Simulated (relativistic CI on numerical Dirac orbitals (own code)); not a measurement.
## Forbidden lines of Hg⁵⁶⁺

Computed by Dirac-Coulomb-Breit CI, orbitals from a KLI potential per configuration, QED by a radiative potential, unscaled Slater integrals (own radial code, finite nucleus).

Configuration list (outside the closed core [Ne]): 3s²3p⁶3d⁶, 3s²3p⁵3d⁷, 3s²3p⁴3d⁸, 3s3p⁶3d⁷, 3p⁶3d⁸, 3s3p⁵3d⁸, 3s²3p⁶3d⁵4s, 3s²3p⁶3d⁵4p, 3s²3p⁴3d⁷4s, 3s²3p⁶3d⁵4d, 3s²3p⁴3d⁷4p, 3s²3p⁵3d⁶4s, 3s²3p⁶3d⁵4f, 3s²3p⁴3d⁷4d, 3s3p⁵3d⁷4s, 3s²3p⁵3d⁶4p, 3s²3p⁵3d⁶4d, 3s²3p⁶3d⁴4s², 3s3p⁶3d⁶4s, 3p⁶3d⁷4s, 3p⁶3d⁷4p, 3s²3p⁶3d⁵5s, 3p⁶3d⁷4d, 3s3p⁶3d⁵4s². Levels of other configurations are missing.

```csv
λ vac (nm),Lower,Upper,Type,A (s⁻¹),log gf
10.317,3s²3p⁶3d⁶ ⁵D3 [19],3s²3p⁶3d⁶ ³F3 [33],M1,8.08e+06,-4.04
10.550,3s²3p⁶3d⁶ ⁵D3 [19],3s²3p⁶3d⁶ ³P2 [32],M1,8.54e+06,-4.15
10.854,3s²3p⁶3d⁶ ³H4 [18],3s²3p⁶3d⁶ ¹G4 [31],M1,1.25e+07,-3.70
10.903,3s²3p⁶3d⁶ ³F4 [1],3s²3p⁶3d⁶ ³D3 [10],M1,2.84e+06,-4.45
10.931,3s²3p⁶3d⁶ ³G5 [8],3s²3p⁶3d⁶ ¹G4 [24],M1,5.81e+06,-4.03
11.270,3s²3p⁶3d⁶ ⁵D3 [4],3s²3p⁶3d⁶ ⁵D3 [19],M1,7.19e+06,-4.02
11.334,3s²3p⁶3d⁶ ³H5 [20],3s²3p⁶3d⁶ ¹G4 [31],M1,7.69e+06,-3.88
11.380,3s²3p⁶3d⁶ ⁵D4 [5],3s²3p⁶3d⁶ ⁵D3 [19],M1,5.86e+06,-4.10
11.425,3s²3p⁶3d⁶ ¹G4 [12],3s²3p⁶3d⁶ ³F4 [27],M1,3.36e+06,-4.23
11.558,3s²3p⁶3d⁶ ³F2 [9],3s²3p⁶3d⁶ ³F2 [25],M1,4.80e+06,-4.32
11.579,3s²3p⁶3d⁶ ⁵D2 [16],3s²3p⁶3d⁶ ³P1 [30],M1,2.84e+07,-3.77
11.709,3s²3p⁶3d⁶ ³F3 [15],3s²3p⁶3d⁶ ³F4 [27],M1,4.28e+06,-4.10
11.773,3s²3p⁶3d⁶ ⁵D4 [5],3s²3p⁶3d⁶ ³H4 [18],M1,1.43e+07,-3.57
11.822,3s²3p⁶3d⁶ ³H6 [7],3s²3p⁶3d⁶ ¹I6 [21],M1,4.26e+06,-3.94
11.835,3s²3p⁶3d⁶ ³G5 [8],3s²3p⁶3d⁶ ¹I6 [21],M1,1.78e+06,-4.31
11.913,3s²3p⁶3d⁶ ³F4 [1],3s²3p⁶3d⁶ ³G5 [8],M1,2.10e+06,-4.31
12.032,3s²3p⁶3d⁶ ³P2 [2],3s²3p⁶3d⁶ ³F2 [9],M1,6.31e+06,-4.16
12.234,3s²3p⁶3d⁶ ³H6 [7],3s²3p⁶3d⁶ ³H5 [20],M1,5.75e+06,-3.85
12.241,3s²3p⁶3d⁶ ³F2 [9],3s²3p⁶3d⁶ ³F3 [22],M1,2.95e+06,-4.33
12.247,3s²3p⁶3d⁶ ³G5 [8],3s²3p⁶3d⁶ ³H5 [20],M1,2.84e+06,-4.15
12.312,3s²3p⁶3d⁶ ³P0 [3],3s²3p⁶3d⁶ ³P1 [13],M1,4.32e+06,-4.53
12.418,3s²3p⁶3d⁶ ⁵D3 [4],3s²3p⁶3d⁶ ⁵D2 [16],M1,1.71e+07,-3.70
12.459,3s²3p⁶3d⁶ ³D3 [10],3s²3p⁶3d⁶ ³F3 [22],M1,4.79e+06,-4.11
12.723,3s²3p⁶3d⁶ ⁵D1 [6],3s²3p⁶3d⁶ ⁵D0 [17],M1,2.49e+07,-4.22
12.862,3s²3p⁶3d⁶ ³G5 [8],3s²3p⁶3d⁶ ³H4 [18],M1,2.70e+06,-4.22
13.029,3s²3p⁶3d⁶ ³F4 [1],3s²3p⁶3d⁶ ⁵D4 [5],M1,9.71e+06,-3.65
13.140,3s²3p⁶3d⁶ ⁵D1 [6],3s²3p⁶3d⁶ ⁵D2 [16],M1,5.26e+06,-4.17
13.176,3s²3p⁶3d⁶ ³F4 [1],3s²3p⁶3d⁶ ⁵D3 [4],M1,8.35e+06,-3.82
13.672,3s²3p⁶3d⁶ ³P2 [2],3s²3p⁶3d⁶ ⁵D1 [6],M1,1.10e+07,-4.04
14.552,3s²3p⁶3d⁶ ³P2 [2],3s²3p⁶3d⁶ ⁵D3 [4],M1,2.74e+06,-4.22
```

Terms are leading LS components. Brackets give the number of a level in order of energy, since labels repeat. The list gives strong lines, with weight on those to low levels, among the lowest 400 of 9826 levels, so that lines to higher ones, which can be the strongest, are missing. Levels whose partners in the same complex of configurations lie outside the list can be far off, and so can their lines. Rates are taken at the computed energies, electric ones in the length gauge.

At this charge energies of transitions that change n are usually good to better than 1 %, and those within a shell (Δn = 0) to a few per cent.

LS names give the leading component of a level, which can be under half, so a name can repeat, a term be missing and a line seem to break the LS rules.
